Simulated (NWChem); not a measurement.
System: CuPH4; SMILES [PH3]->[CuH]

The following NWChem deck was run.

```
start job
memory heap 200 mb stack 900 mb global 1100 mb
geometry units angstroms noautoz
  Cu     0.000000     0.000000    -0.823754
  H      0.000000     0.000000    -2.345815
  P      0.000000     0.000000     1.375961
  H      1.213901     0.239521     2.101669
  H     -0.399520    -1.171029     2.101669
  H     -0.814381     0.931509     2.101669
end
basis spherical
  * library def2-tzvp
end
dft
  xc xpbe96 cpbe96
  iterations 150
  mulliken
end
task dft energy
```

Geometry: optimised at PBE-D3(BJ)/def2-SVP.

Question: Predict the main results of this run. (PBE/def2-TZVP.) Quantities: energy (Ha); highest occupied level (eV); orbital gap (eV); dipole (D).

Answer: energy (Ha): -1983.87
highest occupied level (eV): -5.20
orbital gap (eV): 3.61
dipole (D): 5.12
